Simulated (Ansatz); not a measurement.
Consider the formal exchange of groups at the Sn–C bond: `O[CH2][SnH2][Cl]` + `C#C` → `C#[C][SnH2][Cl]` + CH₃OH.

Calculated with Ansatz (gas phase, PBE0-D4/def2-TZVP geometries, no zero-point term in ΔE). CCSD(T)/CBS adds triple-zeta CCSD(T) − MP2 to the extrapolated MP2 energy (def2 sets, frozen cores). This one scheme is used for every species. def2 core potentials past Kr. For Sn outer-core shells are correlated without core-valence functions, which leaves a few kJ/mol of doubt a bond. Each species was taken in one conformer, which may not be the lowest.

```json
{"species": "`O[CH2][SnH2][Cl]`", "SCS-MP2/def2-TZVPP energy (Eh)": "-789.46933"}
{"species": "`C#C`", "SCS-MP2/def2-TZVPP energy (Eh)": "-77.16011"}
{"species": "`C#[C][SnH2][Cl]`", "SCS-MP2/def2-TZVPP energy (Eh)": "-751.12700"}
{"species": "CH₃OH", "SCS-MP2/def2-TZVPP energy (Eh)": "-115.52242"}
```

Problem. Work out ΔE.

Solution. ΔE = (-751.12700) + (-115.52242) − (-789.46933) − (-77.16011) = -0.01998 Eh = -52.5 kJ/mol. CCSD(T)/CBS gives -43.4 kJ/mol.

Largest T1 diagnostic among the species: 0.013.

From PBE to PBE0 (25 % exact exchange), in def2-TZVPP and without D4, ΔE moves by −4.1 kJ/mol. In def2-TZVPP, CCSD(T) changes the Hartree–Fock value by +8.4 kJ/mol (the triples alone add +0.1 kJ/mol) and MP2 by +6.5 kJ/mol.
